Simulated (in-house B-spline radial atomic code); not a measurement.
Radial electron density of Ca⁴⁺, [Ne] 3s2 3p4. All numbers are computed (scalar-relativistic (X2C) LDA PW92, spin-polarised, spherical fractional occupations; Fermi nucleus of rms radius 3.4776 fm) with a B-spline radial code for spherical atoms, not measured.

Columns: r (bohr), 4πr²n(r) (electrons per bohr), bar.

```
 0.00289   0.5856 #
 0.00345   0.8045 #
 0.00412    1.102 ##
 0.00491    1.496 ###
 0.00586    2.026 ####
   0.007    2.728 #####
 0.00835    3.635 #######
 0.00997    4.805 #########
  0.0119    6.272 ###########
  0.0142     8.07 ###############
  0.0169    10.18 ##################
  0.0202    12.64 #######################
  0.0241     15.3 ############################
  0.0288    18.02 #################################
  0.0344     20.5 #####################################
   0.041     22.4 #########################################
   0.049    23.42 ##########################################
  0.0585    23.28 ##########################################
  0.0698    22.04 ########################################
  0.0833    20.05 ####################################
  0.0994    18.06 #################################
   0.119    16.98 ###############################
   0.142    17.53 ################################
   0.169    19.63 ####################################
   0.202    22.44 #########################################
   0.241    24.29 ############################################
   0.287    23.75 ###########################################
   0.343    20.28 #####################################
   0.409    14.95 ###########################
   0.488    9.731 ##################
   0.583    6.468 ############
   0.696    5.676 ##########
    0.83    6.235 ###########
   0.991    6.515 ############
    1.18    5.626 ##########
    1.41    3.811 #######
    1.68    2.002 ####
    2.01   0.7699 #
     2.4    0.214 
    2.86  0.04142 
    3.42 0.004961 
    4.08 0.0003641
```

On this grid the curve has 3 maxima, near 0.049, 0.241, 0.991 bohr.

The 3p down radial function P(r) = rR(r), positive near the nucleus:

```
r (bohr)         P
 0.00345  0.001218
 0.00491  0.002372
   0.007  0.004625
 0.00997  0.008953
  0.0142   0.01717
  0.0202   0.03237
  0.0288   0.05989
   0.041    0.1069
  0.0585    0.1825
  0.0833    0.2897
   0.119    0.4169
   0.169    0.5127
   0.241    0.4874
   0.343    0.2401
   0.488    -0.237
   0.696   -0.7615
   0.991    -1.004
    1.41   -0.8069
    2.01   -0.3881
    2.86  -0.09806
    4.08  -0.01008
```
Radii and densities under X2C are those of the two-component orbitals, without the picture-change correction, which makes inner s shells of heavy atoms about 5 % too small.
